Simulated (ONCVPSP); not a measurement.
# Potentials for Ce compared

Generated with ld1.x 7.5 (TM, RRKJ, ultrasoft, PAW), atompaw 4.2 or ONCVPSP 4.0.1. The cutoff is in Ry: for ld1.x and atompaw files where the sum of valence levels is converged to 10 mRy in a Bessel basis, for ONCV files where the hardest occupied wave has 1 mHa per electron of residual kinetic energy. The error is the largest all-electron minus pseudo excitation energy over each file’s own four to seven test configurations (ionisations up to +4, promotions, holes and added fractions of an electron), all of which were solved. The labels leave out finer settings (local radius, basis sizes, second energies), which also bear on the numbers. Spin-polarised tests are not counted. The rows are a selection from randomly drawn settings: files with unsolved tests, undetermined cutoffs or missed reference levels are left out.

A true bound ghost makes a file unfit for plane-wave use even where its test errors are small: the radial tests pick states by their node count and pass the ghost by.

| potential | cutoff (Ry) | largest error (meV) | bound ghosts |
| --- | --- | --- | --- |
| ONCV, PBEsol, scalar-relativistic, rc 2.75/2.65/3.50/1.75 (spdf), local f, core correction yes, reference 4f1 5s2 5p6 5d1 6s1, qcut 5.6/6/4.9/11.5, projectors 3/2/2/0 | 97 | -7.5 | s |
| ONCV, PBE, scalar-relativistic, rc 2.35/2.75/3.85/1.25 (spdf), local smoothed, core correction no, reference 4f1 5s2 5p6 5d1 6s0.5, qcut 6.3/4.6/4.8/16, projectors 2/3/2/2 | 183 | +53 | s |
| ONCV, PW91, scalar-relativistic, rc 2.80/2.55/4.00/1.55 (spdf), local smoothed, core correction yes, reference 4f1 5s2 5p6 5d1 6s2, qcut 4.3/5.1/3.2/11.9, projectors 2/2/1/1 | 109 | +143 | s, p |
| ONCV, PW91, scalar-relativistic, rc 2.20/2.70/3.65/1.65 (spdf), local smoothed, core correction yes, reference 4f1 5s2 5p6 5d1 6s1, qcut 5.6/4.1/4.7/10.6, projectors 2/2/1/2 | 93 | -14 | s |
| ONCV, LDA (Perdew-Zunger), scalar-relativistic, rc 2.75/1.70/3.00/1.05 (spdf), local smoothed, core correction yes, reference 4f1 5s2 5p6 5d1 6s2, qcut 5.8/5.3/6.4/17.5, projectors 2/2/2/2 | 245 | -482 | s |
| ONCV, PBE, fully relativistic, rc 2.00/2.80/4.00/1.85 (spdf), local smoothed, core correction yes, reference 4f1 5s2 5p6 5d1 6s2, qcut 5.1/5.2/3.5/8.6, projectors 2/2/2/3 | 66 | +90 | none |

**Question.** Fill in the row for Ce: ONCV, PBE, scalar-relativistic, rc 3.80/3.45/2.35 (spd), local smoothed, core correction yes, reference 5d1 6s2, qcut 1.6/1.9/3.8, projectors 1/1/2.

**Answer.** cutoff 12 Ry, largest error -599 meV, bound ghosts: s, p.

**Question.** Fill in the row for Ce: ONCV, PBEsol, scalar-relativistic, rc 2.65/1.95/1.50/1.85 (spdf), local smoothed, core correction yes, reference 4d10 4f1 5s2 5p6 5d2 6s1, qcut 4.5/4.9/12.7/10.8, projectors 2/2/2/1.

**Answer.** cutoff 109 Ry, largest error -220 meV, bound ghosts: s.
